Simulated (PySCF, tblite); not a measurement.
Isomers of C6H13PSi. Level: GFN2-xTB in tblite, geometry and Hessian alike; calculated harmonic values, unscaled, isolated species. Errors from tens to a few hundred cm⁻¹ against measured bands are possible. Modes of hydrogen on phosphorus and silicon can be 10 to 20 % off. One conformer each.

Electronic energies: PBE0-D3(BJ)/def2-SVP at its own geometries (PySCF, gas phase).

| SMILES | electronic energy, lowest = 0 (kcal/mol) |
| --- | --- |
| CC#CP(C)[SiH](C)C | 11.1 |
| C/C([SiH3])=P/C1CCC1 | 28.1 |
| [H]/P=C(\C=C)[Si](C)(C)C | 0.0 |

Problem. How do GFN2-xTB zero-point energies change the relative energies?

Solution. 
```tsv
SMILES	ZPE (kcal/mol)	of it from modes above 1550 cm⁻¹	electronic (kcal/mol)	with ZPE, lowest = 0 (kcal/mol)	lowest mode (cm⁻¹)	rings
[H]/P=C(\C=C)[Si](C)(C)C	105.0	57.8	0.0	0.0	34	0
CC#CP(C)[SiH](C)C	104.1	58.2	11.1	10.2	8	0
C/C([SiH3])=P/C1CCC1	105.2	52.4	28.1	28.3	53	1
```

The zero-point energies span 1.1 kcal/mol, from `CC#CP(C)[SiH](C)C` to `C/C([SiH3])=P/C1CCC1`. The order is unchanged.

Problem. And how do the electronic energies of GFN2-xTB itself compare?

Solution. `[H]/P=C(\C=C)[Si](C)(C)C` 22.6; `CC#CP(C)[SiH](C)C` 13.0; `C/C([SiH3])=P/C1CCC1` 0.0 kcal/mol, lowest = 0. Against the energies above, taken from the same isomer `[H]/P=C(\C=C)[Si](C)(C)C`, the largest difference is 50.7 kcal/mol. The two levels were optimised apart and needn't hold the same conformer.
